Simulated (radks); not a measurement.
Te3+, configuration [Kr] 4d9 5s2 5p1 6p1 (not the ground configuration).

Calculated with a radial shooting solver on a logarithmic mesh with Libxc functionals: Dirac Kohn-Sham, RPBE, spin-unpolarised, spherical densities, finite nucleus; open shells fill j = l - 1/2 first; Fermi nuclear charge, rms radius 4.7423 fm.

Energy parts (hartree):
total: -6792.65921
kinetic: 7183.85672
electron-nucleus: -16422.12517
Hartree: 2620.39099
exchange-correlation: -174.78175

Orbitals (lengths in bohr, moments of r in powers of bohr; r(max) is where P^2 peaks; r(90%) holds 90 % of the orbital's charge):
orbital  occ.  eigenvalue (hartree)   r(max)  r(90%)     <r^2>  small-component weight
1s1/2       2             -1163.218  0.01793  0.0500  0.001048                3.66e-02
2s1/2       2             -179.7836   0.1015   0.185   0.01687                7.80e-03
2p1/2       2             -168.5368  0.07796   0.165   0.01250                7.83e-03
2p3/2       4             -158.4508  0.08266   0.173   0.01379                7.45e-03
3s1/2       2             -37.13686   0.2927   0.473    0.1184                2.29e-03
3p1/2       2             -32.51570   0.2792   0.469    0.1132                2.24e-03
3p3/2       4             -30.63432   0.2897   0.486    0.1214                2.13e-03
3d3/2       4             -22.49354   0.2361   0.463    0.1028                2.02e-03
3d5/2       6             -22.09999   0.2391   0.468    0.1052                1.98e-03
4s1/2       2              -7.66699   0.6999    1.10    0.6531                6.50e-04
4p1/2       2              -6.06972   0.7196    1.16    0.7197                5.90e-04
4p3/2       4              -5.70657   0.7434    1.20    0.7697                5.59e-04
4d3/2       4              -3.14023   0.7981    1.42     1.021                4.26e-04
4d5/2       5              -3.08324   0.8064    1.44     1.043                4.18e-04
5s1/2       2              -1.81285    1.672    2.61     3.751                1.39e-04
5p1/2       1              -1.40133    1.847    2.95     4.722                1.13e-04
5p3/2       0              -1.34748    1.906    3.04     5.019                1.07e-04
6p1/2       1              -0.59520    4.258    6.13     21.41                3.33e-05
6p3/2       0              -0.58194    4.341    6.25     22.26                3.25e-05

The highest occupied level is 6p1/2 at -16.196 eV. The configuration is held as typed, so some empty levels lie below it. The density falls to 0.001 e/bohr^3 at r = 4.88 bohr. The electron density at the nucleus is 2.282e+05 e/bohr^3.
